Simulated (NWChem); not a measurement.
System: MgF$_{2}$; SMILES [F][Mg][F]

NWChem input:

```
start job
memory heap 200 mb stack 900 mb global 1100 mb
geometry units angstroms noautoz
  Mg     0.000000     0.000000    -0.047706
  F      1.735314     0.000000    -0.047666
  F     -1.735314     0.000000    -0.047666
end
basis spherical
  Mg library 6-311g**
  F library 6-311g**
end
dft
  xc b3lyp
  iterations 150
  mulliken
end
task dft energy
```

Output (shortened):

```
             Northwest Computational Chemistry Package (NWChem) 7.3.0
             --------------------------------------------------------

 ORDER OF PRIMARY AXIS IS BEING SET TO 4
 D4H symmetry detected

                             Geometry "geometry" -> ""
                             -------------------------

 Output coordinates in angstroms (scale by  1.889725989 to convert to a.u.)

  No.       Tag          Charge          X              Y              Z
 ---- ---------------- ---------- -------------- -------------- --------------
    1 Mg                  12.0000     0.00000000     0.00000000     0.00000000
    2 F                    9.0000     0.00000000     0.00000000     1.73531400
    3 F                    9.0000     0.00000000     0.00000000    -1.73531400

 Effective nuclear repulsion energy (a.u.)      78.2186764865

      Symmetry information
      --------------------

 Group name             D4h
 Group number             28
 Group order              16
 No. of unique centers     2

                                 NWChem DFT Module
                                 -----------------

 Summary of "ao basis" -> "ao basis" (spherical)
 ------------------------------------------------------------------------------
       Tag                 Description            Shells   Functions and Types
 ---------------- ------------------------------  ------  ---------------------
 Mg                         6-311g**                12       26   6s5p1d
 F                          6-311g**                 8       18   4s3p1d

      Symmetry analysis of basis
      --------------------------

        a1g        15
        a1u         0
        a2g         0
        a2u        13
        b1g         2
        b1u         1
        b2g         2
        b2u         1
        eg         10
        eu         18

            General Information
            -------------------
          SCF calculation type: DFT
          Wavefunction type:  closed shell.
          No. of atoms     :     3
          No. of electrons :    30
           Alpha electrons :    15
            Beta electrons :    15
          Charge           :     0
          Spin multiplicity:     1
          Use of symmetry is: on ; symmetry adaption is: on
          Maximum number of iterations: 150
          AO basis - number of functions:    62
                     number of shells:    28
          Convergence on energy requested:  1.00D-06
          Convergence on density requested:  1.00D-05
          Convergence on gradient requested:  5.00D-04

              XC Information
              --------------
                         B3LYP Method XC Potential
                     Hartree-Fock (Exact) Exchange  0.200
                        Slater Exchange Functional  0.800 local
                    Becke 1988 Exchange Functional  0.720 non-local
              Lee-Yang-Parr Correlation Functional  0.810
                  VWN I RPA Correlation Functional  0.190 local

             Grid Information
             ----------------
          Grid used for XC integration:  medium
          Radial quadrature: Mura-Knowles
          Angular quadrature: Lebedev.
          Tag              B.-S. Rad. Rad. Pts. Rad. Cut. Ang. Pts.
          ---              ---------- --------- --------- ---------
          Mg                  1.50       88           9.0       590
          F                   0.50       49           8.0       434
          Grid pruning is: on
          Number of quadrature shells:   137
          Spatial weights used:  Erf1

      Superposition of Atomic Density Guess
      -------------------------------------

 Sum of atomic energies:        -398.41710399

      Non-variational initial energy
      ------------------------------

 Total energy =    -398.240894
 1-e energy   =    -713.363864
 2-e energy   =     236.904294
 HOMO         =      -0.656501
 LUMO         =      -0.129107

      Symmetry analysis of molecular orbitals - initial
      -------------------------------------------------

 !! scf_movecs_sym_adapt:    6 vectors were symmetry contaminated

  Symmetry fudging

 !! scf_movecs_sym_adapt:    6 vectors were symmetry contaminated

  Numbering of irreducible representations:

     1 a1g         2 a1u         3 a2g         4 a2u         5 b1g
     6 b1u         7 b2g         8 b2u         9 eg         10 eu

  Orbital symmetries:

     1 a1g         2 a1g         3 a2u         4 a1g         5 a2u
     6 eu          7 eu          8 a1g         9 a2u        10 a1g
    11 a2u        12 eu         13 eu         14 eg         15 eg
    16 a1g        17 eu         18 eu         19 a2u        20 eu
    21 eu         22 a1g        23 a2u        24 b1g        25 b2g

     ---------------------------------------------
      Total Density - Mulliken Population Analysis
     ---------------------------------------------

    Atom       Charge   Shell Charges
 -----------   ------   -------------------------------------------------------
    1 Mg  12    10.29   0.78  1.20  1.05  0.96  0.14  0.01  2.32  3.61  0.14  0.00  0.02  0.05
    2 F    9     9.85   1.08  0.92  1.25  1.11  2.59  0.90  2.00  0.00
    3 F    9     9.85   1.08  0.92  1.25  1.11  2.59  0.90  2.00  0.00

   convergence    iter        energy       DeltaE   RMS-Dens  Diis-err
 ---------------- ----- ----------------- --------- --------- ---------
 d= 0,ls=0.0,diis     1   -399.8335586184 -4.78D+02  2.20D-02  1.44D+00
 d= 0,ls=0.0,diis     2   -399.5096303403  3.24D-01  1.36D-02  5.69D+00
 d= 0,ls=0.0,diis     3   -399.9703219982 -4.61D-01  3.01D-04  3.85D-03
 d= 0,ls=0.0,diis     4   -399.9705279448 -2.06D-04  7.90D-05  1.28D-04
 d= 0,ls=0.0,diis     5   -399.9705398407 -1.19D-05  9.64D-06  1.57D-06
 d= 0,ls=0.0,diis     6   -399.9705399641 -1.23D-07  1.78D-06  8.38D-08

         Total DFT energy =     -399.970539964080
      One electron energy =     -716.364426672089
           Coulomb energy =      275.834187466425
    Exchange-Corr. energy =      -37.658977244875
 Nuclear repulsion energy =       78.218676486459

 Numeric. integr. density =       30.000003051011

                  Occupations of the irreducible representations
                  ----------------------------------------------

                     irrep           alpha         beta
                     --------     --------     --------
                     a1g               5.0          5.0
                     a1u               0.0          0.0
                     a2g               0.0          0.0
                     a2u               4.0          4.0
                     b1g               0.0          0.0
                     b1u               0.0          0.0
                     b2g               0.0          0.0
                     b2u               0.0          0.0
                     eg                2.0          2.0
                     eu                4.0          4.0

                       DFT Final Molecular Orbital Analysis
                       ------------------------------------

 Vector   13  Occ=2.000000D+00  E=-3.605521D-01  Symmetry=eu
              MO Center=  1.2D-15,  1.5D-15,  5.1D-13, r^2= 3.4D+00
   Bfn.  Coefficient  Atom+Function         Bfn.  Coefficient  Atom+Function
  ----- ------------  ---------------      ----- ------------  ---------------
    38      0.231600  2 F  py                56      0.231600  3 F  py
    34      0.224038  2 F  py                52      0.224038  3 F  py
    37      0.203402  2 F  px                55      0.203402  3 F  px
    33      0.196761  2 F  px                51      0.196761  3 F  px
    30      0.161630  2 F  py                48      0.161630  3 F  py

 Vector   14  Occ=2.000000D+00  E=-3.570464D-01  Symmetry=eg
              MO Center= -1.1D-16,  1.2D-16,  2.4D-13, r^2= 3.4D+00
   Bfn.  Coefficient  Atom+Function         Bfn.  Coefficient  Atom+Function
  ----- ------------  ---------------      ----- ------------  ---------------
    34      0.260025  2 F  py                52     -0.260025  3 F  py
    38      0.252299  2 F  py                56     -0.252299  3 F  py
    30      0.185759  2 F  py                48     -0.185759  3 F  py
    33     -0.161941  2 F  px                51      0.161941  3 F  px
    37     -0.157129  2 F  px                55      0.157129  3 F  px

 Vector   15  Occ=2.000000D+00  E=-3.570464D-01  Symmetry=eg
              MO Center=  4.0D-14,  2.4D-14, -4.9D-13, r^2= 3.4D+00
   Bfn.  Coefficient  Atom+Function         Bfn.  Coefficient  Atom+Function
  ----- ------------  ---------------      ----- ------------  ---------------
    33      0.260025  2 F  px                51     -0.260025  3 F  px
    37      0.252299  2 F  px                55     -0.252299  3 F  px
    29      0.185759  2 F  px                47     -0.185759  3 F  px
    34      0.161941  2 F  py                52     -0.161941  3 F  py
    38      0.157129  2 F  py                56     -0.157129  3 F  py

 Vector   16  Occ=0.000000D+00  E=-7.401840D-02  Symmetry=a1g
              MO Center=  1.9D-16, -7.5D-17,  4.5D-14, r^2= 4.6D+00
   Bfn.  Coefficient  Atom+Function         Bfn.  Coefficient  Atom+Function
  ----- ------------  ---------------      ----- ------------  ---------------
     6      0.818990  1 Mg s                  5      0.269544  1 Mg s
    24     -0.185353  1 Mg d  0               4     -0.163297  1 Mg s
    36     -0.121564  2 F  s                 54     -0.121564  3 F  s
     3     -0.119230  1 Mg s                 35      0.095083  2 F  pz
    53     -0.095083  3 F  pz                32     -0.091240  2 F  s

[...]
```

Level: B3LYP/6-311G** (spherical d). Structure relaxed at the B3LYP/6-31G* (spherical d) level.
